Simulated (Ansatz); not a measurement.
CH$_{7}$BGeSe (`B[CH2][GeH2][SeH]`), 11 atoms. Total charge 0; spin multiplicity 1. Correlated methods include outer-core shells of Ge, Se, which these sets cover unevenly. Scalar relativity is left out up to krypton. All runs use 4 threads of an Arm Neoverse V2 on a shared host. Correlated methods freeze the cores.

Q: Give the basis size and wall time and peak host memory of each of these runs in Ansatz. RHF-CCSD(T)/def2-TZVPP energy; RKS PBE0-D4/def2-SVP energy; RKS ωB97M-V/def2-SVP energy; RKS SPW92 (LDA)/def2-TZVPP energy; RHF-CCSD(T)/def2-SVP energy; RKS ωB97M-V/def2-QZVPP energy; RKS PBE0-D4/def2-TZVP relaxation (17 steps); RHF-MP2/def2-QZVPP energy; RKS PBE0-D4/def2-TZVPP energy; RKS r2SCAN0-D4/def2-TZVPP energy; RKS LC-ωPBE/def2-TZVPP energy; direct RPA on PBE orbitals/def2-TZVPP energy. (Estimate.)

A: Ansatz gave: Other jobs shared the machine, so times are rough.

```csv
level,job,functions,wall time,peak host memory (GiB)
RKS SPW92 (LDA)/def2-TZVPP,energy,256,1.4 s,0.37
RKS PBE0-D4/def2-SVP,energy,127,1.6 s,0.54
RKS LC-ωPBE/def2-TZVPP,energy,256,3.3 s,0.55
RKS PBE0-D4/def2-TZVPP,energy,256,4 s,0.84
RKS ωB97M-V/def2-SVP,energy,127,6 s,0.54
direct RPA on PBE orbitals/def2-TZVPP,energy,256,6.5 s,0.65
RKS r2SCAN0-D4/def2-TZVPP,energy,256,6.5 s,0.86
RHF-CCSD(T)/def2-SVP,energy,127,13 s,0.78
RKS ωB97M-V/def2-QZVPP,energy,502,31 s,2.8
RHF-MP2/def2-QZVPP,energy,502,35 s,3.5
RKS PBE0-D4/def2-TZVP,relaxation (17 steps),200,69 s,0.67
RHF-CCSD(T)/def2-TZVPP,energy,256,4.7 min,5.9
```

LC-ωPBE has ω = 0.4 bohr⁻¹.
